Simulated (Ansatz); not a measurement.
Cartesian coordinates in Å:
```
O -0.196 1.658 -0.248
W -0.138 -0.139 0.142
O 0.998 -0.552 -1.244
F -1.319 0.126 1.557
F -0.211 -1.935 0.629
F -1.637 -0.473 -0.912
Cl 1.604 0.127 1.632
H -0.577 2.476 0.075
H 1.474 -1.289 -1.630
```

Charge 0, multiplicity 1. W takes the def2 core potential.

**Question.** List the ωB97M-V/def2-TZVPP orbital energies in eV (Ansatz 0.2.0). (Estimate.)

**Answer.** Ansatz gave: Occupied: -2771.86, -677.76, -677.66, -677.66, -527.92, -527.91, -262.28, -199.72, -199.64, -199.64, -89.87, -52.76, -52.67, -52.53, -35.67, -35.52, -35.51, -31.90, -31.83, -25.46, -19.61, -19.41, -17.06, -16.79, -16.77, -16.74, -15.84, -15.68, -14.71, -14.62, -14.26, -13.95, -13.87, -13.68, -13.26, -12.69, -11.53, -11.53. Lowest empty: -1.45, -1.37, -1.22, 1.54, 1.95, 2.54, 3.92, 4.09.
